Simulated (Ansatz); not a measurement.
Rh3⁻, relaxed as a triplet with UKS PBE-D4/def2-TZVPD in Ansatz, starting from the PBE-D4/def2-TZVPD geometry of the charge -1 singlet. Force threshold 0.02 eV/Å.

In the def2 sets Rh takes a core potential; there is no spin–orbit coupling. The charge -1 triplet is spin-contaminated (final ⟨S²⟩ up to 2.44, 2.00 for a pure state). The highest occupied level of the charge -1 triplet lies above zero (up to 1.28 eV). It is a level of β spin, whose loss leaves a quartet; that state wasn't run at this geometry and level. The electron is either unbound and held by the finite basis, or the level is raised by self-interaction error. The relaxation made no stability test and no search for a lower SCF solution. At PBE-D4/def2-TZVPD a quintet of charge -1 lies 0.19 eV below the triplet, each at its own geometry. The structure comes from a short search, and lower isomers may exist.

Start:

```csv
atom,x (Å),y (Å),z (Å)
Rh1,0.150,1.304,-0.430
Rh2,-1.031,-0.775,-0.494
Rh3,0.881,-0.529,0.924
```

```csv
step,energy (eV),largest force component (eV/Å),SCF passes
1,-9028.3878,0.652,210
2,-9028.4103,0.122,68
3,-9028.4115,0.026,53
4,-9028.4116,0.000,51
```

Force components are those of the run's own axes.

End:

```xyz
3

Rh    0.1486    1.2889   -0.4245
Rh   -1.0616   -0.7718   -0.5201
Rh    0.9129   -0.5171    0.9446
```

By distances, no bond broke or formed. The bond that changes most is Rh2–Rh3, from 2.39 to 2.47 Å (atoms count from 1).

No frequencies were taken in this run, so the end may be a saddle point.

Run time 12 s (4 threads of Arm Neoverse V2 on a shared host).
